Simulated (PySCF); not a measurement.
`[C@@H]1(CC)C[C@@H]1CN`, C₆H₁₃N

Geometry:
| atom | x (Å) | y (Å) | z (Å) |
| --- | --- | --- | --- |
| C1 | 2.645 | 0.587 | 0.795 |
| C2 | 1.153 | 0.310 | 0.959 |
| C3 | 0.675 | -0.690 | -0.069 |
| C4 | 0.212 | -0.231 | -1.421 |
| C5 | -0.770 | -0.830 | -0.456 |
| C6 | -1.870 | 0.011 | 0.148 |
| N7 | -3.077 | -0.152 | -0.652 |
| H8 | 2.854 | 0.944 | -0.211 |
| H9 | 3.223 | -0.319 | 0.962 |
| H10 | 2.975 | 1.341 | 1.506 |
| H11 | 0.962 | -0.079 | 1.963 |
| H12 | 0.602 | 1.245 | 0.855 |
| H13 | 1.243 | -1.614 | -0.045 |
| H14 | 0.500 | -0.792 | -2.297 |
| H15 | 0.158 | 0.835 | -1.589 |
| H16 | -1.117 | -1.834 | -0.674 |
| H17 | -1.545 | 1.061 | 0.227 |
| H18 | -2.097 | -0.347 | 1.158 |
| H19 | -2.902 | 0.153 | -1.604 |
| H20 | -3.831 | 0.412 | -0.277 |

Method used: PySCF, TDDFT B3LYP/def2-SVPD circular dichroism and optical rotation, one conformer, gas phase. Geometry: GFN2-xTB.

The molecule is flexible and this is one conformer; a measurement averages over conformers. States above about 6.6 eV (minus the energy of the highest occupied orbital) lie near or above the ionisation threshold and depend on the basis.

Task: Draw the ECD and absorption spectra from the lowest 16 states, each a Gaussian of half-width 0.35 eV at 1/e height.

Result: 
| E (eV) | λ (nm) | Δε (L mol⁻¹ cm⁻¹) | ε (L mol⁻¹ cm⁻¹) |
| --- | --- | --- | --- |
| 5.53 | 224 | -1.06 | 63.6 |
| 5.63 | 220 | -2.21 | 133 |
| 5.73 | 216 | -3.92 | 235 |
| 5.83 | 213 | -5.89 | 354 |
| 5.93 | 209 | -7.49 | 454 |
| 6.03 | 206 | -8.05 | 501 |
| 6.13 | 202 | -7.20 | 486 |
| 6.23 | 199 | -5.13 | 444 |
| 6.33 | 196 | -2.42 | 441 |
| 6.43 | 193 | +0.29 | 536 |
| 6.53 | 190 | +2.50 | 746 |
| 6.63 | 187 | +3.92 | 1030 |
| 6.73 | 184 | +4.42 | 1310 |
| 6.83 | 181 | +4.12 | 1520 |
| 6.93 | 179 | +3.38 | 1690 |
| 7.03 | 176 | +2.61 | 1920 |
| 7.13 | 174 | +2.11 | 2300 |
| 7.23 | 171 | +1.81 | 2840 |
| 7.33 | 169 | +1.36 | 3450 |
| 7.43 | 167 | +0.23 | 4010 |
| 7.53 | 165 | -1.97 | 4430 |
| 7.63 | 162 | -5.11 | 4680 |
| 7.73 | 160 | -8.36 | 4740 |
| 7.83 | 158 | -10.35 | 4570 |
| 7.93 | 156 | -9.92 | 4130 |
| 8.03 | 154 | -7.00 | 3460 |

Δε uses R in velocity form, ε uses f in length form. Only the states computed contribute, so the short-wavelength end is incomplete.
